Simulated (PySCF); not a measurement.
Level of theory: B3LYP-D3(BJ)/def2-TZVP // TPSS-D3(BJ)/def2-SVP (PySCF 2.14.0). All species are isolated molecules in the gas phase. B3LYP has the VWN-RPA correlation part, as in Gaussian. 

Reference species: [Zr(Cl)4] (neutral, multiplicity 1).

| Item | Result |
|---|---|
| mean distance from the central atom to its bonded neighbours | 2.337 Å |
| HOMO–LUMO gap | 6.43 eV |
| coordination number | 4 |
| HOMO | -9.43 eV |

Changed species: [Zr(Cl)(Br)3] (3 of 4 Cl replaced by Br; the reference has 0 of 4 Cl replaced by Br).

### Question
Give the shifts of the mean distance from the central atom to its bonded neighbours, HOMO–LUMO gap, coordination number and HOMO.

### Answer
the mean distance from the central atom to its bonded neighbours rises by 0.111 Å, to 2.448 Å; the HOMO–LUMO gap falls by 0.88 eV, to 5.55 eV; the coordination number hardly moves; the HOMO rises by 0.79 eV, to -8.64 eV.
